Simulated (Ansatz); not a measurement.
`C[CH]1[CH2][SbH]1` at its PBE0-D4/def2-TZVP geometry, where that method's forces vanish. Charge 0, multiplicity 1. Sb: def2 effective core potential.

| atom | x (Å) | y (Å) | z (Å) |
| --- | --- | --- | --- |
| C1 | 0.089 | -1.099 | 0.996 |
| C2 | 0.234 | -0.247 | -0.232 |
| C3 | 0.238 | 1.208 | -0.106 |
| Sb4 | -1.629 | 0.584 | -1.099 |
| H5 | -0.211 | -2.118 | 0.747 |
| H6 | 1.039 | -1.148 | 1.542 |
| H7 | -0.658 | -0.690 | 1.682 |
| H8 | 0.862 | -0.659 | -1.015 |
| H9 | 0.062 | 1.633 | 0.876 |
| H10 | 0.884 | 1.798 | -0.745 |
| H11 | -0.909 | 0.738 | -2.646 |

Question: For each bond, give half the difference of the two atoms' forces along it (eV/Å; positive pushes the atoms apart) under PBE-D4, r2SCAN-D4, B3LYP-D4, ωB97M-V in def2-TZVPP. (Estimate.)

Answer: The calculation gave: 
```tsv
bond	length (Å)	PBE-D4	r2SCAN-D4	B3LYP-D4	ωB97M-V
C1–C2	1.502	-0.08	0.05	0.14	0.27
C1–H5	1.091	0.10	-0.04	-0.07	-0.08
C1–H6	1.097	0.12	-0.01	-0.06	-0.11
C1–H7	1.094	0.12	-0.03	-0.05	-0.08
C2–C3	1.460	0.18	0.12	0.14	-0.01
C2–Sb4	2.216	0.31	0.18	0.33	-0.12
C2–H8	1.085	0.06	-0.07	-0.16	-0.13
C3–Sb4	2.204	0.31	0.20	0.39	-0.04
C3–H9	1.085	0.06	-0.06	-0.12	-0.06
C3–H10	1.083	0.04	-0.06	-0.13	-0.06
Sb4–H11	1.713	0.23	0.02	0.07	-0.12
```

B3LYP here is the variant with VWN-RPA as its local correlation; programs differ in this.

Computed with Ansatz.
